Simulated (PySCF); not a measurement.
Isomers of C2H6FNSi, mass 91.025 u with the commonest isotopes. Computed with PBE0-D3(BJ)/def2-SVP geometry optimisation, gas phase in PySCF 2.14.0. One conformer each, none proved a minimum here; rigid rotors.

**Question.** Order these by rotational constant C, smallest first.
A. `[CH2:1]=[C:2]([F:3])[SiH2:4][NH2:5]` with C1–C2–Si4–N5 -11°, C2–Si4–N5–H -73° and 139°
B. `[F:1][CH2:2]/[CH:3]=[N:4]\[SiH3:5]` with F1–C2–C3–N4 0°
C. `[CH2:1]=[N:2][Si@@H:3]([CH3:4])[F:5]` with C1–N2–Si3–C4 -119°

**Answer.** A (1979 MHz), B (2140 MHz), C (2346 MHz).

**Question.** Order these by radius of gyration √(Σ m r²/M), smallest first.
A. `[CH2:1]=[C:2]([F:3])[SiH2:4][NH2:5]` with C1–C2–Si4–N5 -11°, C2–Si4–N5–H -73° and 139°
B. `[F:1][CH2:2]/[CH:3]=[N:4]\[SiH3:5]` with F1–C2–C3–N4 0°
C. `[CH2:1]=[N:2][Si@@H:3]([CH3:4])[F:5]` with C1–N2–Si3–C4 -119°

**Answer.** C (1.598 Å), B (1.626 Å), A (1.690 Å).

**Question.** Order these by rotational constant B, largest first.
A. `[CH2:1]=[C:2]([F:3])[SiH2:4][NH2:5]` with C1–C2–Si4–N5 -11°, C2–Si4–N5–H -73° and 139°
B. `[F:1][CH2:2]/[CH:3]=[N:4]\[SiH3:5]` with F1–C2–C3–N4 0°
C. `[CH2:1]=[N:2][Si@@H:3]([CH3:4])[F:5]` with C1–N2–Si3–C4 -119°

**Answer.** C (3126 MHz), B (2948 MHz), A (2610 MHz).

| SMILES | point group | Ia (u·Å²) | Ib (u·Å²) | Ic (u·Å²) | κ | μa (D) | μb (D) | μc (D) |
| --- | --- | --- | --- | --- | --- | --- | --- | --- |
| FC/C=N\[SiH3] | Cs | 73.99 | 171.41 | 236.12 | -0.66 | 2.66 | 0.51 | 0.00 |
| C=N[Si@@H](C)F | C1 | 87.87 | 161.69 | 215.38 | -0.54 | 0.23 | 0.57 | 0.62 |
| C=C(F)[SiH2]N | C1 | 71.11 | 193.65 | 255.42 | -0.75 | 2.37 | 1.22 | 0.33 |
